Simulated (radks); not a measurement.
All-electron atom: Pd in [Kr] 4d10. Calculated with a radial shooting solver on a logarithmic mesh with Libxc functionals: scalar-relativistic Kohn-Sham, Wu-Cohen GGA, spin-polarised, spherical densities, finite nucleus; Fermi nuclear charge, rms radius 4.5318 fm.

Local quantities along the radius. ELF = 1/(1 + alpha^2) is the electron localisation function; alpha = (tau - tau_W)/tau_unif compares the Pauli kinetic energy density with that of the uniform gas (summed over spins); -r V(r) is the screened charge that the Kohn-Sham potential of spin up presents (atomic units); r v_xc is r times the local exchange-correlation potential of spin up (hartree bohr). tau is taken from the large components.

r (bohr)    ELF    alpha  -r V(r)    r v_xc
0.00126   1.000  0.02237    45.76  -0.09290
0.001694  0.999  0.02257    45.66   -0.1080
0.002278  0.999  0.02348    45.53   -0.1285
0.003063  0.999  0.02533    45.35   -0.1553
0.004118  0.999  0.02858    45.11   -0.1896
0.005537  0.999  0.03408    44.79   -0.2318
0.007444  0.998  0.04358    44.36   -0.2821
0.009928  0.996  0.06034    43.82   -0.3373
0.01335   0.991  0.09433    43.09   -0.3970
0.01795   0.972   0.1696    42.16   -0.4536
0.02413   0.889   0.3541    40.98   -0.4996
0.03244   0.612   0.7967    39.50   -0.5321
0.04361   0.333    1.415    37.68   -0.5597
0.05864   0.386    1.262    35.48   -0.6263
0.07821   0.655   0.7259    33.01   -0.7708
0.1051    0.761   0.5599    30.03   -0.8736
0.1414    0.549   0.9070    26.68   -0.8858
0.1901    0.300    1.526    23.02   -0.8762
0.2555    0.571   0.8665    19.28    -1.070
0.3436    0.773   0.5417    15.56    -1.196
0.4619    0.563   0.8806    12.13    -1.079
0.6161    0.180    2.132    9.099   -0.9066
0.8283    0.605   0.8073    6.464    -1.104
1.114     0.746   0.5829    4.144    -1.187
1.497     0.556   0.8943    2.463    -1.079
2.013     0.289    1.567    1.467   -0.9112
2.706     0.129    2.600   0.9224   -0.7388
3.639     0.042    4.790   0.5443   -0.4976
4.853     0.009    10.74   0.4079   -0.3991
6.525     0.001    33.03   0.2913   -0.2903
8.772     0.000    156.9   0.1426   -0.1426

On this mesh the ELF has minima near r = 0.050, 0.19, 0.62 bohr, which separate the shells, and maxima near 0.11 (0.76), 0.34 (0.77), 1.1 (0.75).
